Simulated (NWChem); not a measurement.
# SnHOClF$_{2}$; SMILES [OH][Sn]([F])([F])[Cl]

```xyz
6

O      1.8545    -0.8569     0.0000
Sn     0.0158    -0.2111     0.0000
F     -0.9374    -0.9014     1.5134
F     -0.9374    -0.9014    -1.5134
Cl    -0.0382     2.0858     0.0000
H      1.8941    -1.8231     0.0000
```
Atoms are numbered in this order, from 1.

Results from NWChem. Structure relaxed at the PBE0/def2-SVP level. def2 effective core potentials on Sn; no spin-orbit coupling.

For level PBE0/STO-3G (all-electron, non-relativistic):

```yaml
highest occupied level (eV): -4.85
orbital gap (eV): 7.25
dipole (D): 3.06
```

Task: What are these values for level PBE0/def2-SVP (core potentials)?

Result: 
* **highest occupied level (eV)**: -9.92
* **orbital gap (eV)**: 6.94
* **dipole (D)**: 1.53
